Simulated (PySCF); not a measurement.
Computed shifts of a molecule C5H7N, PBE/pcSseg-1 run with PySCF, GIAO, gas phase, equivalent atoms averaged, in ppm (number of nuclei): ¹³C: 192.3 (1), 140.2 (1), 130.5 (1), 62.5 (1), 40.8 (1). ¹⁵N: 430.4 (1). ¹H: 7.34 (1), 6.57 (1), 6.01 (1), 4.55 (2), 3.54 (2). References: ¹³C against TMS (σ = 182.0 ppm); ¹⁵N against NH3 (σ = 267.0 ppm); ¹H against TMS (σ = 31.49 ppm), references at their B3LYP-D3(BJ)/def2-TZVP geometries, non-relativistic. Coordinates come from a PBE-D3(BJ)/def2-SVP optimisation. One conformer was computed; it need not be the lowest.

Q: Which structure fits?
A. C=CC1=NCC1
B. C=CC=C=CN
C. C/C=C(/C)C#N
D. NC1C=CC=C1

A: A, C=CC1=NCC1
